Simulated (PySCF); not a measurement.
TiIH3, SMILES [TiH3][I], multiplicity 1. Geometry optimised at PBE-D3(BJ)/def2-TZVP. The spin state was assumed, not searched. The structure was generated by enumeration; whether it is a known compound was not checked. The def2 effective core potentials stand for the cores of I; spin–orbit coupling is left out.

Level of theory: PBE-D3(BJ)/def2-TZVP (PySCF).

Harmonic wavenumbers (cm⁻¹): 267, 304, 304, 535, 589, 589, 1687, 1687, 1708. Rotational constants (GHz): 62.74, 2.075, 2.075; symmetry number 3.

Task: Work out the zero-point energy and the ideal-gas rigid-rotor harmonic-oscillator thermochemistry at 298.15 K and 1 atm.

Result: ZPE = ½ Σ hcν = ½ × 7670 cm⁻¹ = 10.96 kcal/mol. H − E(el) = 14.48 kcal/mol. Entropy in cal/(mol K): translation 41.43, rotation 22.41, vibration 5.94, total 69.78. G − E(el) = -6.32 kcal/mol. Cp = 16.41 cal/(mol K).
